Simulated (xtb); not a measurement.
sulfolane (C₄H₈O₂S), singlet, geometry from GFN2-xTB; xtb 6.7.1 with GFN2-xTB.

xtb was given this input:
```
$ xtb mol.xyz --gfn 2 --acc 0.0001 --json

# file mol.xyz
15

O      1.59952733     0.87545052    -0.67687010
S      0.60214094     0.39875339     0.24138734
O      0.78650253     0.70464053     1.63338603
C     -1.06639478     0.92788654    -0.29957718
C     -1.60702172    -0.31440064    -0.97277248
C     -1.15076282    -1.51187602    -0.13277313
C      0.35103521    -1.40161625     0.01280255
H     -1.61765612     1.19700565     0.59605374
H     -0.96068093     1.78115244    -0.95933744
H     -2.69436558    -0.28881279    -1.05393113
H     -1.18825946    -0.39722459    -1.97751409
H     -1.44273338    -2.45088175    -0.60455652
H     -1.61813355    -1.46124186     0.85248222
H      0.75341325    -1.91841049     0.87624760
H      0.88478642    -1.68233103    -0.88984786
```

Task: Predict the main parts of the log of this xtb run.

Result: 
```
   ID    Z sym.   atoms
    1    8 O      1, 3
    2   16 S      2
    3    6 C      4-7
    4    1 H      8-15

           -------------------------------------------------
          |                Calculation Setup                |
           -------------------------------------------------

           -------------------------------------------------
          |                 G F N 2 - x T B                 |
           -------------------------------------------------

          ...................................................
          :                      SETUP                      :
          :.................................................:
          :  # basis functions                  42          :
          :  # atomic orbitals                  41          :
          :  # shells                           23          :
          :  # electrons                        42          :
          :  max. iterations                   250          :
          :  Hamiltonian                  GFN2-xTB          :
          :  restarted?                      false          :
          :  GBSA solvation                  false          :
          :  PC potential                    false          :
          :  electronic temp.          300.0000000     K    :
          :  accuracy                    0.0001000          :
          :  -> integral cutoff          0.6500000E+02      :
          :  -> integral neglect         0.1000000E-11      :
          :  -> SCF convergence          0.1000000E-09 Eh   :
          :  -> wf. convergence          0.1000000E-07 e    :
          :  Broyden damping             0.4000000          :
          :  net charge                          0          :
          :  unpaired electrons                  0          :
          ...................................................

 iter      E             dE          RMSdq      gap      omega  full diag
   1    -24.2124975 -0.242125E+02  0.544E+00    7.71       0.0  T
   2    -24.2481079 -0.356104E-01  0.334E+00    7.53       1.0  T
   3    -24.2497371 -0.162919E-02  0.119E+00    7.45       1.0  T
   4    -24.2518315 -0.209440E-02  0.403E-01    7.41       1.0  T
   5    -24.2519532 -0.121672E-03  0.171E-01    7.41       1.0  T
   6    -24.2520037 -0.505704E-04  0.726E-02    7.40       1.0  T
   7    -24.2520122 -0.848468E-05  0.237E-02    7.40       1.1  T
   8    -24.2520133 -0.108771E-05  0.692E-03    7.40       3.7  T
   9    -24.2520134 -0.511191E-07  0.915E-04    7.39      28.2  T
  10    -24.2520134 -0.141883E-08  0.540E-04    7.39      47.8  T
  11    -24.2520134 -0.946400E-09  0.153E-04    7.39     168.9  T
  12    -24.2520134 -0.176996E-10  0.551E-05    7.39     468.9  T
  13    -24.2520134 -0.454392E-11  0.413E-06    7.39    6253.9  T
  14    -24.2520134 -0.156319E-12  0.284E-06    7.39    9106.4  T
  15    -24.2520134  0.497380E-13  0.451E-07    7.39   57222.7  T
  16    -24.2520134 -0.710543E-14  0.705E-08    7.39  100000.0  T
  17    -24.2520134  0.355271E-14  0.362E-08    7.39  100000.0  T

   *** convergence criteria satisfied after 17 iterations ***

         :::::::::::::::::::::::::::::::::::::::::::::::::::::
         ::                     SUMMARY                     ::
         :::::::::::::::::::::::::::::::::::::::::::::::::::::
         :: total energy             -24.013761473798 Eh    ::
         :: gradient norm              0.000041976952 Eh/a0 ::
         :: HOMO-LUMO gap              7.394799275000 eV    ::
         ::.................................................::
         :: SCC energy               -24.251991844136 Eh    ::
         :: -> isotropic ES            0.063053997422 Eh    ::
         :: -> anisotropic ES         -0.003419002044 Eh    ::
         :: -> anisotropic XC          0.005857828062 Eh    ::
         :: -> dispersion             -0.011503562130 Eh    ::
         :: repulsion energy           0.238230370338 Eh    ::
         :: add. restraining           0.000000000000 Eh    ::
         :: total charge              -0.000000000000 e     ::
         :::::::::::::::::::::::::::::::::::::::::::::::::::::

           -------------------------------------------------
          |                Property Printout                |
           -------------------------------------------------

    * Orbital Energies and Occupations

         #    Occupation            Energy/Eh            Energy/eV
      -------------------------------------------------------------
         1        2.0000           -0.7753640             -21.0987
       ...           ...                  ...                  ...
         9        2.0000           -0.5556876             -15.1210
        10        2.0000           -0.5324589             -14.4889
        11        2.0000           -0.5249070             -14.2834
        12        2.0000           -0.5148457             -14.0097
        13        2.0000           -0.5145381             -14.0013
        14        2.0000           -0.4915627             -13.3761
        15        2.0000           -0.4869347             -13.2502
        16        2.0000           -0.4835405             -13.1578
        17        2.0000           -0.4683302             -12.7439
        18        2.0000           -0.4505975             -12.2614
        19        2.0000           -0.4367779             -11.8853
        20        2.0000           -0.4351643             -11.8414
        21        2.0000           -0.4134320             -11.2501 (HOMO)
        22                         -0.1416782              -3.8553 (LUMO)
        23                         -0.1054296              -2.8689
        24                         -0.0996704              -2.7122
        25                         -0.0624069              -1.6982
        26                          0.0603854               1.6432
        27                          0.0678474               1.8462
        28                          0.1082397               2.9454
        29                          0.1095576               2.9812
        30                          0.1196769               3.2566
        31                          0.1306607               3.5555
        32                          0.1560000               4.2450
       ...                                ...                  ...
        41                          1.2244799              33.3198
      -------------------------------------------------------------
                  HL-Gap            0.2717539 Eh            7.3948 eV
             Fermi-level           -0.2775551 Eh           -7.5527 eV

     #   Z          covCN         q      C6AA      α(0)
     1   8 O        0.860    -0.539    24.672     6.660
     2  16 S        3.893     0.968   107.568    17.456
     3   8 O        0.860    -0.539    24.672     6.660
     4   6 C        3.803    -0.141    23.204     6.858
     5   6 C        3.927    -0.074    21.837     6.641
     6   6 C        3.927    -0.074    21.837     6.641
     7   6 C        3.803    -0.141    23.204     6.858
     8   1 H        0.925     0.074     2.044     2.236
     9   1 H        0.925     0.077     2.014     2.219
    10   1 H        0.924     0.063     2.169     2.303
    11   1 H        0.924     0.056     2.243     2.342
    12   1 H        0.924     0.063     2.169     2.303
    13   1 H        0.924     0.056     2.243     2.342
    14   1 H        0.925     0.077     2.014     2.219
    15   1 H        0.925     0.074     2.044     2.236

 Mol. C6AA /au·bohr⁶  :       2573.433519
 Mol. C8AA /au·bohr⁸  :      66936.202529
 Mol. α(0) /au        :         75.973788

Wiberg/Mayer (AO) data.
largest (>0.10) Wiberg bond orders for each atom

 ---------------------------------------------------------------------------
     #   Z sym  total        # sym  WBO       # sym  WBO       # sym  WBO
 ---------------------------------------------------------------------------
     1   8 O    1.962 --     2 S    1.664     3 O    0.117
     2  16 S    4.881 --     1 O    1.664     3 O    1.664     4 C    0.751
                             7 C    0.751
     3   8 O    1.962 --     2 S    1.664     1 O    0.117
     4   6 C    3.986 --     5 C    1.023     8 H    0.974     9 H    0.973
                             2 S    0.751
     5   6 C    3.994 --     4 C    1.023     6 C    0.998    11 H    0.976
                            10 H    0.971
     6   6 C    3.994 --     7 C    1.023     5 C    0.998    13 H    0.976
                            12 H    0.971
     7   6 C    3.986 --     6 C    1.023    15 H    0.974    14 H    0.973
                             2 S    0.751
     8   1 H    0.995 --     4 C    0.974
     9   1 H    0.994 --     4 C    0.973
    10   1 H    0.996 --     5 C    0.971
    11   1 H    0.997 --     5 C    0.976
    12   1 H    0.996 --     6 C    0.971
    13   1 H    0.997 --     6 C    0.976
    14   1 H    0.994 --     7 C    0.973
    15   1 H    0.995 --     7 C    0.974
 ---------------------------------------------------------------------------

Topologies differ in total number of bonds
Writing topology from bond orders to xtbtopo.mol

molecular dipole:
                 x           y           z       tot (Debye)
 q only:       -1.677      -1.110      -0.672
   full:       -1.792      -1.187      -0.718       5.761
molecular quadrupole (traceless):
                xx          xy          yy          xz          yz          zz
 q only:       -0.723      -4.518       4.100       0.744      -1.147      -3.377
  q+dip:       -1.461      -5.785       4.291      -0.047      -1.431      -2.829
   full:       -1.168      -5.830       4.818       0.461      -1.419      -3.650

           -------------------------------------------------
          | TOTAL ENERGY              -24.013761473798 Eh   |
          | GRADIENT NORM               0.000041976952 Eh/α |
          | HOMO-LUMO GAP               7.394799275000 eV   |
           -------------------------------------------------

normal termination of xtb
```
